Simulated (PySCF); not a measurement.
Species: (F)3Hf-O-SiH3 (singlet state).
Bonds: Hf1–F2, Hf1–F3, Hf1–F4, Hf1–O5, O5–Si6. Hydrogens: H7, H8, H9 on Si6.

Theory: PBE0-D3(BJ)/def2-SVP geometry optimisation, gas phase, def2 core potentials past Kr in PySCF.

(1) Give the optimised bond lengths and angles.

Results:

(1) 
```
                  bond  length (bohr)
Hf1–F2, Hf1–F3, Hf1–F4          3.611
                Hf1–O5          3.645
                O5–Si6          3.157
Si6–H7, Si6–H8, Si6–H9          2.818
```

Bonds in one row agree within 0.02 bohr and their mean is given. A selection of angles:
```
     angle  degrees
 F2–Hf1–F3    109.1
 F2–Hf1–O5    109.6
Hf1–O5–Si6    177.0
 O5–Si6–H7    109.2
 H7–Si6–H8    109.6
```

All 3 F–Hf bonds measure 1.910 to 1.911 Å. Si6 (silicon bonded to O and 3 H) is tetrahedral (angles from 109.2° to 109.7°). Hf1 (hafnium bonded to 3 F and O) is tetrahedral (angles from 108.8° to 110.0°).

Point group: near C3, missed by 0.10 Å at most; the miss may be what the optimiser left on a soft mode. Stationary, but not proved a minimum.

Time: 4.2 min wall; peak memory 0.48 GiB. Hardware: one thread, Intel Xeon Platinum 8259CL at 2.50 GHz (x86_64), no GPU, shared host. That covers the optimisation of the geometry.
